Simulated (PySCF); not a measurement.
## Working out the ionisation energy of Te²⁺

Te²⁺ [Kr] 4d10 5s2 5p2 (3P) → Te³⁺ [Kr] 4d10 5s2 5p1 (2P). All numbers are calculated (PySCF 2.14, scalar relativity by spin-free X2C-1e, in x2c-QZVPPall (13s9p7d4f1g, 112 functions)). Frozen: [Kr] 4d10. Energies in hartree (1 hartree = 27.21139 eV):

```tsv
part	Te²⁺ (lower)	Te³⁺ (upper)
UHF	-6789.986291	-6788.995429
CCSD correlation	-0.063326	-0.048811
(T)	-0.001461	-0.000611
```

Question: What does Hartree-Fock give?

Answer: (-6788.995429) − (-6789.986291) = 0.990862 hartree = 26.963 eV.

Question: What do CCSD and CCSD(T) give?

Answer: The CCSD correlation energies differ by 0.014515 hartree = 0.395 eV and the triples by 0.000850 hartree = 0.023 eV, so CCSD gives 27.358 eV and CCSD(T) 27.381 eV.

A first-order spin-orbit estimate adds -0.074 eV to CCSD(T) (valence), giving 27.307 eV against 27.84 ± 0.04 eV (measured; NIST Atomic Spectra Database, ionization energies).

What remains against the reference includes basis incompleteness, the frozen core and higher excitations.
